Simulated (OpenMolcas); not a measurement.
# Ag2+ in NaF: curves along the breathing mode

Ag2+ with its 6 nearest fluoride ions, on the Na site of NaF (a = 4.634 Å, distance in the model lattice 2.317 Å). The rest of the host is ab initio model potentials to 7.6 Å, with orthogonalisation functions on the cations behind the ligands, and point charges beyond; the distance is set by hand and nothing relaxes, and no local charge compensation is placed. Ligand basis ANO-RCC-VDZP.

* Program: OpenMolcas 26.06
* Method: CASSCF
* Basis: ANO-RCC-VDZP [6s5p3d1f]
* Scalar Hamiltonian: DKH2, point nucleus
* Active space: 9 electrons in 5 orbitals (4d)
* State averaging: 2S+1 = 2 even, 5 roots
* Spin-orbit coupling: state interaction with AMFI integrals over the reference wave functions

Spin-free energies (labels of O, the rotations of Oh) in cm-1 above the lowest fitted minimum, as all ligands move together:

```tsv
R (Å)	2E	2T2
2.123	240	13130
2.173	150	11690
2.223	1690	12060
2.273	4580	13940
2.323	8620	17110
2.373	13670	21420
2.423	19640	26740
```

Cubic fits give the following; the wavenumber is harmonic, with the mass of all moving ligands, small differences in it between states hang on the degree of the fit, a number in brackets counts states of one label, and the table is a selection of at most 14 states with clean curves.

```
State  R0 (Å)  Breathing mode (cm-1)  Minimum (cm-1)
   2E   2.149                    439               0
  2T2   2.188                    444           11650
```

The minimum of 2T2 is shifted by +0.0387 Å against 2E (from the unrounded fits). With M = 114.0 u for the moving shell, the Huang-Rhys factor in this mode is S = M ω ΔR² / 2ħ = 0.01483 × 114.0 × 439 × 0.0387² = 1.11. Only the first shell moves, against a rigid host.

An orbital doublet at a regular site is open to a Jahn-Teller distortion, which this geometry leaves out. With metal d orbitals alone the field can be off either way by tens of per cent. Ligand-to-metal charge-transfer states are missing. No measured value stands beside these numbers.
